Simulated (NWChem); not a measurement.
# H4BClS in NWChem

```xyz
7

B     -0.9576    -0.1579     0.0000
H     -1.5778    -0.0018    -1.0309
H     -1.5778    -0.0018     1.0309
Cl     0.2020    -1.5655     0.0000
S      0.1514     1.5539     0.0000
H      1.0437     1.2722     0.9786
H      1.0437     1.2722    -0.9786
```
Charge 0, spin multiplicity 1.

The numbers come from NWChem runs, not from measurements. All single points use one geometry, from PBE0/def2-SVP, a minimum by its harmonic frequencies.

Symmetry labels belong to the abelian group Cs used in the runs, with the axes of the coordinates shown.

B3LYP has NWChem's definition, with VWN1-RPA local correlation. The Pople sets run with spherical d functions. The structure started from a generated list of species.

List the lowest 3 singlet excitations that TD-B3LYP/6-31+G* (spherical d), VWN1-RPA local correlation gives, with oscillator strengths.


```csv
state,symmetry,energy (eV),wavelength (nm),f
1,a",5.56,223,0.001
2,a',5.79,214,0.003
3,a',5.90,210,0.037
```
